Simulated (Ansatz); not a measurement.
Reaction 2 R1 → P1 + 2 P2, each structure at its B3LYP-D3(BJ)/def2-TZVP stationary point, reached from a drawn start (curvature not checked).
R1: CH4 (SMILES C), charge 0, multiplicity 1.
P1: C2H4 (SMILES C=C), charge 0, multiplicity 1.
P2, H2 (SMILES [H][H]) (charge 0, multiplicity 1):
```xyz
2

H      0.37201     0.00000     0.00000
H     -0.37201     0.00000     0.00000
```

P less R. No zero-point or thermal terms.

Correlated levels freeze the cores.

The values were computed with Ansatz (Gaussian basis) for Hartree–Fock, density functionals and correlated methods. No computed number here is a measurement.

Total energies in hartree:

| structure | PBE/def2-TZVPP | PBE0/def2-TZVPP | CCSD(T)/cc-pVQZ |
|---|---|---|---|
| R1 | -40.464282 | -40.475415 | -40.450884 |
| P1 | -78.501587 | -78.513552 | -78.461629 |
| P2 | -1.166123 | -1.168485 | -1.173793 |

Problem. Work out the reaction energy at each level in kcal/mol (1 hartree = 627.50947 kcal/mol), and say how far PBE/def2-TZVPP lies from CCSD(T)/cc-pVQZ.

Solution. 
- PBE/def2-TZVPP: 2 × (-1.166123) + (-78.501587) − 2 × (-40.464282) = 0.094731 hartree = 59.44 kcal/mol
- PBE0/def2-TZVPP: 2 × (-1.168485) + (-78.513552) − 2 × (-40.475415) = 0.100308 hartree = 62.94 kcal/mol
- CCSD(T)/cc-pVQZ: 2 × (-1.173793) + (-78.461629) − 2 × (-40.450884) = 0.092553 hartree = 58.08 kcal/mol
PBE/def2-TZVPP less CCSD(T)/cc-pVQZ: 1.36 kcal/mol. CCSD(T)/cc-pVQZ is the level counted from, the highest shown, and no exact or measured value.

Ansatz is a quantum-chemistry and plane-wave program.
